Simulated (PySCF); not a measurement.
## Electron correlation in Co (cobalt, neutral)

[Ar] 3d7 4s1 4p1, one real determinant (an excited configuration). All numbers are calculated (PySCF 2.14, the spin-free X2C one-electron Hamiltonian (Gaussian nucleus), in x2c-TZVPPall (6s5p4d2f1g, 64 functions)). Frozen: [Ar]; 9 electrons correlated.

```tsv
level	correlation energy (mhartree)
CCSD	-210.59
(T)	-5.56
CCSD(T)	-216.15
```

Diagnostics: T1 = 0.014, D1 = 0.0355, largest double amplitude 0.044.

The real determinant used has ⟨L²⟩ near 14 against 20 for a pure G term, so it mixes terms.

Cost of the coupled-cluster step: about 9 core-seconds, for 9 correlated electrons.

The basis was made for the ground configuration and has no added diffuse functions, which can raise the energy of the promoted electron.

The reference is one real determinant that mixes LS terms of this configuration.
